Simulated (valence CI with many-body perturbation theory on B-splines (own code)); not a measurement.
The numbers below are computed, except where a source is named.
Ladder of approximations for Co²¹⁺

Level of theory: configuration interaction combined with many-body perturbation theory (CI+MBPT): four valence electrons over a frozen Dirac-Fock core [He], radial functions for each j: 11 s, 11 p, 9 d, 7 f, 5 g, 2 h, 1 i, with the one-electron correlation potential Σ1, the two-electron term Σ2, the three-electron term Σ3, Breit, model QED; selected CI, second order for the rest (own B-spline code, finite nucleus).

No measured spectrum was set against this ion. As an estimate, levels of excited configurations hold to 0.05 to 0.15 % of their energy, terms of the ground configuration to about 0.5 %. Among the levels kept, up to 250 cm⁻¹ of a level comes from second order outside the variational space, and about a tenth of that is noise between levels of different J, which matters for small intervals.

Each rung adds one term. CI alone is the Dirac-Coulomb CI over the frozen core; QED comes last and gives the full result, which names the levels. Energies are above 2s2.2p2 3P_0 on the same rung, in eV.

Names give the largest LS component (configuration and term), which can be under half, so a name can repeat, a term be missing and a line seem to break the LS rules; names also repeat where a configuration has a term twice.

```tsv
Level	CI alone
2s2.2p2 3P_1	11.58
2s2.2p2 3P_2	17.92
2s2.2p2 1D_2	35.88
2s2.2p2 1S_0	52.12
2s.2p3 5S°_2	67.33
2s.2p3 3D°_1	104.28
2s.2p3 3D°_2	104.71
2s.2p3 3D°_3	109.45
2s.2p3 3P°_0	123.39
2s.2p3 3P°_1	125.01
2s.2p3 3P°_2	127.96
2s.2p3 3S°_1	146.66
2s.2p3 1D°_2	152.08
2s.2p3 1P°_1	170.00
2p4 3P_2	219.20
2p4 3P_0	231.64
```

Question: What do these energies become with core correlation, Breit and QED?

Answer: 2s2.2p2 3P_1 11.21 (-0.374); 2s2.2p2 3P_2 17.15 (-0.776); 2s2.2p2 1D_2 34.95 (-0.931); 2s2.2p2 1S_0 51.55 (-0.564); 2s.2p3 5S°_2 66.24 (-1.096); 2s.2p3 3D°_1 103.37 (-0.907); 2s.2p3 3D°_2 103.69 (-1.019); 2s.2p3 3D°_3 107.80 (-1.643); 2s.2p3 3P°_0 122.47 (-0.929); 2s.2p3 3P°_1 123.83 (-1.180); 2s.2p3 3P°_2 126.53 (-1.428); 2s.2p3 3S°_1 145.18 (-1.477); 2s.2p3 1D°_2 150.36 (-1.728); 2s.2p3 1P°_1 168.30 (-1.691); 2p4 3P_2 217.32 (-1.883); 2p4 3P_0 229.83 (-1.807).

Question: How does the ionisation energy move along the ladder, and which term matters most?

Answer: CI alone 1847.3, + Σ1 1847.6, + Σ2 1847.6, + Σ3 1847.5, + Breit 1846.3, + QED 1846.4 eV. The largest step is Breit, -1.2 eV. NIST lists 1844 ± 1.1 eV (semi-empirical).
